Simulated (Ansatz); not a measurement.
`B[N]([GeH3])C=C` + `C[SeH]` → `B[Se]C` + `C=C[NH][GeH3]`  (ligand exchange at a B–N bond)

Calculated with Ansatz (gas phase, PBE0-D4/def2-TZVP geometries, no zero-point term in ΔE). CCSD(T)/CBS is the MP2 limit (def2-TZVPP, def2-QZVPP) plus CCSD(T) − MP2 in def2-TZVPP, frozen cores. DFT in def2-TZVPP. For Ge, Se outer-core shells are correlated without core-valence functions, which leaves a few kJ/mol of doubt a bond. Scalar relativity is left out up to krypton. Each species was taken in one conformer, which may not be the lowest.

Is it downhill or uphill in electronic energy at CCSD(T)/CBS, and by how much? (An estimate is asked.)

Computed: Uphill: ΔE = +47.8 kJ/mol.

What do these levels give: PBE-D4, r2SCAN-D4, PBE, HF/def2-QZVPP, SCS-MP2/def2-QZVPP, HF/CBS(def2)? (Best estimate.)

Computed: PBE-D4 38.0, r2SCAN-D4 39.7, PBE 34.6, HF/def2-QZVPP 47.8, SCS-MP2/def2-QZVPP 49.0, HF/CBS(def2) 47.9 kJ/mol.

Largest T1 diagnostic among the species: 0.013.

The D4 term adds +5.5 kJ/mol with B3LYP and +3.0 kJ/mol with PBE0; it sums over pairs of atoms, weighted by their polarisabilities, and B3LYP, whose exchange is more repulsive, gets the larger term. From PBE to PBE0 (25 % exact exchange), in def2-TZVPP and without D4, ΔE moves by +3.4 kJ/mol.

B3LYP here is the variant with VWN-RPA as its local correlation; programs differ in this.
